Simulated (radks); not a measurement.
Values are calculated unless marked as measured or tabulated.
Problem. Excited configurations of the tungsten ion W3+: one electron is placed in a higher orbital outside [Xe] 4f14 5d2. The ground configuration is [Xe] 4f14 5d3. Level of theory: Dirac Kohn-Sham, PBEsol, spin-unpolarised, spherical densities, finite nucleus; open shells are shared between the two j in proportion to 2j + 1; Fermi nuclear charge, rms radius 5.3658 fm (a radial shooting solver on a logarithmic mesh with Libxc functionals). Excitation = E - E(ground); binding = E(ion) - E, where the ion is the core of charge +4; n* = 4/sqrt(2 binding) in atomic units, and the quantum defect is n - n*. Eigenvalue and <r> are those of j = l + 1/2.

outer orbital  excitation (eV)  binding (eV)     n*  quantum defect  eigenvalue (eV)  <r> (bohr)
5f                      22.673        14.531  3.870           1.130          -12.012       3.984
6p                      11.167        26.038  2.891           3.109          -22.186       3.110
6d                      20.297        16.907  3.588           2.412          -14.638       4.274
6f                      27.590         9.615  4.758           1.242           -8.299       7.081
7s                      20.030        17.174  3.560           3.440          -15.294       4.886
7p                      22.905        14.299  3.902           3.098          -12.498       5.708

Estimate the row for 6s.

Solution. excitation (eV) 3.346; binding (eV) 33.858; n* 2.536; quantum defect 3.464; eigenvalue (eV) -29.755; <r> (bohr) 2.552. The Delta-SCF ionisation energy is 37.204 eV (NIST Atomic Spectra Database: 38.2 eV, semi-empirical). Self-interaction in the functional shifts the binding energies and quantum defects, so they are the method's values and not measured ones. Spin polarisation and multiplet splitting are left out, so open shells lie too high by an amount that depends on their filling. Sharing an open shell by 2j + 1 raises it above the true ground level by a part of the spin-orbit splitting, which enters the differences from NIST.

Beside tabulated values, note that spin-unpolarised runs miss the spin-polarisation part of the exchange energy of open shells.
